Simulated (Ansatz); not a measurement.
Consider the cleavage of the Si–Ga bond: `F[SiH](S)[GaH2]` + NH₃ → `N[SiH](F)S` + `[GaH3]`.

Gas-phase electronic energies from Ansatz, PBE0-D4/def2-TZVP geometries. CBS: MP2 limit from def2 TZ/QZ plus the TZ coupled-cluster correction, frozen cores. This one scheme is used for every species. DFT in def2-TZVPP. For Ga outer-core shells are correlated without core-valence functions, which leaves a few kJ/mol of doubt a bond. Scalar relativity is left out up to krypton. One conformer a species, not always the lowest.

`F[SiH](S)[GaH2]`:

Cartesian coordinates in Å:
```
F -0.870 -1.688 1.171
Si -0.777 -0.629 -0.035
S -1.819 1.179 0.423
Ga 1.495 0.035 -0.474
H -1.575 -1.186 -1.157
H -0.889 1.647 1.274
H 2.321 0.654 0.712
H 2.114 -0.012 -1.914
```

NH₃:

Z-matrix (Å, degrees):
```
N
H 1 1.013
H 1 1.013 2 107.1
H 1 1.013 2 107.1 3 -114.5
```

`N[SiH](F)S`:

Cartesian coordinates in Å:
```
N -0.763 0.550 1.026
Si 0.032 -0.434 -0.092
F 1.440 -1.032 0.382
S 0.440 0.794 -1.774
H -1.386 0.173 1.720
H -0.457 1.484 1.242
H -0.819 -1.611 -0.354
H 1.513 0.077 -2.151
```

`[GaH3]`:

```xyz
4

Ga    0.000    0.000   -0.001
H     1.388   -0.598    0.420
H    -0.062    1.230   -0.971
H    -1.325   -0.631    0.552
```

```tsv
level	ΔE (kJ/mol)
LDA (SPW92)	-54.0
B2PLYP	-62.8
RPA@PBE/def2-TZVPP	-58.4
MP2/CBS(def2)	-63.7
```

Q: What does CCSD(T)/CBS give? (An estimate is asked.)

A: The calculation gave: -58.1 kJ/mol. The listed levels differ from it by 4.1, -4.7, -0.3, -5.6 kJ/mol.

Largest T1 diagnostic among the species: 0.013.

From PBE to PBE0 (25 % exact exchange), in def2-TZVPP and without D4, ΔE moves by −9.6 kJ/mol. In def2-TZVPP, CCSD(T) changes the Hartree–Fock value by +20.4 kJ/mol (the triples alone add +2.9 kJ/mol) and MP2 by +14.8 kJ/mol. At CCSD(T), def2-SVP lies −4.7 kJ/mol from the extrapolated value and def2-TZVPP −2.6 kJ/mol.

CCSD(T)/CBS has its own doubt, a few kJ/mol and more with outer-core shells, so smaller differences from it don't rank the levels.
